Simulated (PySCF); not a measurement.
PySCF input for FH6NOSi2, SMILES N([Si@@H](F)O)[SiH3], PBE0/pcSseg-1. Coordinates come from a B3LYP-D3(BJ)/def2-SVP optimisation. The structure was generated by enumeration; whether it is a known compound was not checked. Other conformers were not sampled.

```python
import numpy as np
from pyscf import gto, scf, dft
from pyscf.prop.nmr import rks as nmr

mol = gto.M(
    atom='''
    O    -1.85514874   -0.71395272    1.13863612
    Si   -0.40867615    0.02544307    0.82782480
    F    -0.68683781    1.56493608    1.25211262
    N     0.01944606   -0.11952558   -0.83411648
    Si    1.59998583   -0.33420281   -1.55725614
    H    -1.97433782   -1.60504216    0.79172883
    H     0.72371953   -0.46211648    1.64084700
    H    -0.73847393    0.07815714   -1.48800270
    H     1.57230186   -1.44128304   -2.55820095
    H     2.08226864    0.89422970   -2.25520943
    H     2.54279414   -0.67743263   -0.45841093
    ''',
    basis='pcSseg-1',
    charge=0,
    spin=0,
    max_memory=1600,
    verbose=3,
)
mf = dft.RKS(mol, xc='pbe0')
mf.grids.level = 3
mf.conv_tol = 1e-10
mf.max_cycle = 100
mf.kernel()
n = nmr.NMR(mf)
n.verbose = 2
n.max_cycle_cphf = 60
sigma = n.kernel()
print('atom   isotropic/ppm   span/ppm')
for i, s in enumerate(sigma):
    w = np.linalg.eigvalsh((s + s.T) / 2)
    print(f'{mol.atom_symbol(i):2s}{i + 1:3d} {w.mean():14.3f} {w[2] - w[0]:11.3f}')
```

It prints:

```
converged SCF energy = -812.041432705458
atom   isotropic/ppm   span/ppm
O   1        276.539      59.509
Si  2        387.515      40.896
F   3        318.030     121.871
N   4        231.918      89.055
Si  5        408.846     106.344
H   6         29.715      20.140
H   7         26.717       8.880
H   8         30.814      18.306
H   9         26.688       9.216
H  10         26.616       9.443
H  11         26.706       7.021
```

Self-consistency was reached.
